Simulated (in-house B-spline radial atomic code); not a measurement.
A fraction x of an electron is removed from 6s in Tm II (Tm+), starting from [Xe] 4f13 6s1 and keeping the highest spin. Method: scalar-relativistic (X2C) PBEsol, spin-polarised, spherical fractional occupations, Fermi nucleus of rms radius 5.2256 fm. Calculated with an all-electron radial atomic-structure program (B-spline basis).

| x | E(x) - E(0) (eV) | 6s up level (eV) |
| --- | --- | --- |
| 0 | 0.0000 | -9.550 |
| 0.09 | 0.8812 | -10.031 |
| 0.14 | 1.3894 | -10.299 |
| 0.34 | 3.5559 | -11.365 |
| 0.41 | 4.3645 | -11.737 |
| 0.5 | 5.4423 | -12.215 |
| 0.56 | 6.1848 | -12.534 |
| 0.64 | 7.2045 | -12.960 |
| 0.75 | 8.6626 | -13.551 |
| 0.98 | 11.9245 | -14.796 |
| 1 | 12.2212 | - |

The exact functional would give a straight line between the two integer points. Deviations E(x) - E(0) - x[E(1) - E(0)], in eV: -0.219 at x = 0.09, -0.322 at x = 0.14, -0.599 at x = 0.34, -0.646 at x = 0.41, -0.668 at x = 0.5, -0.659 at x = 0.56, -0.617 at x = 0.64, -0.503 at x = 0.75, -0.052 at x = 0.98.

The curve lies below the straight line by up to 0.668 eV (at x = 0.5): convex, the delocalisation error that favours fractional charges.

Q: How well does Slater's transition state (minus the level at half occupation) give the ionisation energy?

A: It gives 12.215 eV against 12.221 eV from the two total energies; NIST lists 12.06 eV, ground level to ground level.
